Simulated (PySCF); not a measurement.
Cl2Te (SMILES Cl[Te]Cl), singlet, geometry from GFN2-xTB (core potentials on Te); DF-REVPBE/def2-SVPD (PySCF).

Here is a job for PySCF.
```python
from pyscf import gto, scf, dft

mol = gto.Mole()
mol.atom = '''
    Te   -0.01170558    0.01195986    0.61430806
    Cl    1.11463884    1.32379797   -0.94476070
    Cl   -1.07883353   -1.36038108   -0.93429926
'''
mol.basis = 'def2-svpd'
mol.ecp = {'Te': 'def2-svpd'}
mol.verbose = 4
mol.build()

mf = dft.RKS(mol)
mf.xc = 'revpbe'
mf = mf.density_fit(auxbasis='def2-universal-jkfit')
mf.kernel()
```

**Question.** Write the output that PySCF gives for this input, abridged.

**Answer.** 
```
PySCF version 2.14.0

[INPUT] verbose = 4
[INPUT] num. atoms = 3
[INPUT] num. electrons = 58
[INPUT] charge = 0
[INPUT] spin (= nelec alpha-beta = 2S) = 0
[INPUT] symmetry False subgroup None
[INPUT] Mole.unit = angstrom
[INPUT] Symbol           X                Y                Z      unit          X                Y                Z       unit  Magmom
[INPUT]  1 Te    -0.011705580000   0.011959860000   0.614308060000 AA   -0.022120340329   0.022600859888   1.160873989513 Bohr   0.0
[INPUT]  2 Cl     1.114638840000   1.323797970000  -0.944760700000 AA    2.106362135403   2.501615607555  -1.785338976252 Bohr   0.0
[INPUT]  3 Cl    -1.078833530000  -1.360381080000  -0.934299260000 AA   -2.038699905698  -2.570747666240  -1.765569719784 Bohr   0.0

nuclear repulsion = 229.590990162358
number of shells = 35
number of NR pGTOs = 160
number of NR cGTOs = 89
basis = def2-svpd
ecp = {'Te': 'def2-svpd'}

******** <class 'pyscf.df.df_jk.DFRKS'> ********
method = DFRKS
initial guess = minao
damping factor = 0
level_shift factor = 0
DIIS = <class 'pyscf.scf.diis.CDIIS'>
diis_start_cycle = 1
diis_space = 8
diis_damp = 0
SCF conv_tol = 1e-09
SCF conv_tol_grad = None
SCF max_cycles = 50
direct_scf = False
XC library pyscf.dft.libxc version 7.1.2
    S. Lehtola, C. Steigemann, M. J. T. Oliveira, and M. A. L. Marques,  SoftwareX 7, 1–5 (2018)
XC functionals = revpbe
    Y. Zhang and W. Yang,  Phys. Rev. Lett. 80, 890 (1998)
    J. P. Perdew, K. Burke, and M. Ernzerhof,  Phys. Rev. Lett. 77, 3865 (1996)
    J. P. Perdew, K. Burke, and M. Ernzerhof,  Phys. Rev. Lett. 78, 1396 (1997)
radial grids:
    Treutler-Ahlrichs [JCP 102, 346 (1995); DOI:10.1063/1.469408] (M4) radial grids

becke partition: Becke, JCP 88, 2547 (1988); DOI:10.1063/1.454033
pruning grids: <function nwchem_prune>
grids dens level: 3
symmetrized grids: False
atomic radii adjust function: <function treutler_atomic_radii_adjust>
small_rho_cutoff = 0
Set gradient conv threshold to 3.16228e-05
Initial guess from minao.
tot grids = 59720
init E= -1160.50976325612
  HOMO = -0.698714270456928  LUMO = -0.670887822665494  gap/eV = 0.75720
cycle= 1 E= -1184.73786347963  delta_E= -24.2  |g|= 3.57  |ddm|= 9.38
  HOMO = -0.0751141490788991  LUMO = -0.00590933145762776  gap/eV = 1.88316
cycle= 2 E= -1178.39800097085  delta_E= 6.34  |g|=  5.2  |ddm|= 10.6
  HOMO = -0.274137356981036  LUMO = -0.193656361297399  gap/eV = 2.19000
cycle= 3 E= -1187.99017804253  delta_E= -9.59  |g|= 0.415  |ddm|= 6.85
  HOMO = -0.184621258955985  LUMO = -0.11114811208017  gap/eV = 1.99931
cycle= 4 E= -1188.00311030234  delta_E= -0.0129  |g|= 0.38  |ddm|= 0.877
  HOMO = -0.202085102018806  LUMO = -0.133360451200961  gap/eV = 1.87009
cycle= 5 E= -1188.04482379724  delta_E= -0.0417  |g|= 0.0568  |ddm|= 0.451
  HOMO = -0.203214828174112  LUMO = -0.134651050178061  gap/eV = 1.86572
cycle= 6 E= -1188.0460418735  delta_E= -0.00122  |g|= 0.0175  |ddm|= 0.105
  HOMO = -0.204526057125634  LUMO = -0.135695982841675  gap/eV = 1.87296
cycle= 7 E= -1188.04614330292  delta_E= -0.000101  |g|= 0.0028  |ddm|= 0.0219
  HOMO = -0.204284545597595  LUMO = -0.135419349528218  gap/eV = 1.87392
cycle= 8 E= -1188.04614624449  delta_E= -2.94e-06  |g|= 0.000304  |ddm|= 0.0051
  HOMO = -0.204273298844356  LUMO = -0.135406358696273  gap/eV = 1.87396
cycle= 9 E= -1188.04614626665  delta_E= -2.22e-08  |g|= 0.000159  |ddm|= 0.000509
  HOMO = -0.204275537920935  LUMO = -0.135413622856996  gap/eV = 1.87383
cycle= 10 E= -1188.04614627445  delta_E= -7.8e-09  |g|= 6.73e-06  |ddm|= 0.000185
  HOMO = -0.204277299513834  LUMO = -0.135414982085142  gap/eV = 1.87384
cycle= 11 E= -1188.04614627447  delta_E= -1.84e-11  |g|= 4.63e-06  |ddm|= 1.9e-05
  HOMO = -0.204276293681851  LUMO = -0.135414146172124  gap/eV = 1.87383
Extra cycle  E= -1188.04614627444  delta_E= 2.61e-11  |g|= 8.94e-06  |ddm|= 1.94e-05
converged SCF energy = -1188.04614627444
```
